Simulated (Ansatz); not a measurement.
Consider the cleavage of the Sn–B bond: `F[B](F)[SnH3]` + HCl → `[Cl][SnH3]` + `FBF`.

Calculated with Ansatz (gas phase, PBE0-D4/def2-TZVP geometries, no zero-point term in ΔE). CBS: MP2 limit from def2 TZ/QZ plus the TZ coupled-cluster correction, frozen cores. This one scheme is used for every species. Elements past krypton have def2 core potentials. For Sn outer-core shells are correlated without core-valence functions, which leaves a few kJ/mol of doubt a bond.

`F[B](F)[SnH3]`:

```xyz
7

F     0.923   -0.437   -2.101
B    -0.083   -0.495   -1.253
F    -1.189   -1.064   -1.689
Sn    0.066    0.339    0.849
H     1.608    1.008    1.128
H    -0.213   -0.900    1.987
H    -1.112    1.549    1.080
```

HCl:

Cartesian coordinates in Å:
```
Cl -0.198 -0.108 0.598
H 0.198 0.108 -0.598
```

`[Cl][SnH3]`:

```xyz
5

Cl   -0.154    2.099   -0.436
Sn    0.013   -0.180    0.037
H     0.820   -0.293    1.530
H     0.903   -0.862   -1.241
H    -1.582   -0.764    0.110
```

`FBF`:

Z-matrix (Å, degrees):
```
B
F 1 1.313
F 1 1.313 2 118.1
H 1 1.191 2 121.0 3 180.0
```

| species | HF/def2-TZVPP energy (Eh) |
| --- | --- |
| `F[B](F)[SnH3]` | -438.85295 |
| HCl | -460.09908 |
| `[Cl][SnH3]` | -674.63630 |
| `FBF` | -224.36610 |

(1) Work out ΔE.

Largest T1 diagnostic among the species: 0.014.

Results:

(1) ΔE = (-674.63630) + (-224.36610) − (-438.85295) − (-460.09908) = -0.05037 Eh = -1.37 eV. CCSD(T)/CBS gives -1.10 eV.

From BLYP to BHLYP (50 % exact exchange), in def2-TZVPP and without D4, ΔE moves by −0.12 eV. In def2-TZVPP, CCSD(T) changes the Hartree–Fock value by +0.34 eV (the triples alone add +0.03 eV) and MP2 by +0.27 eV.
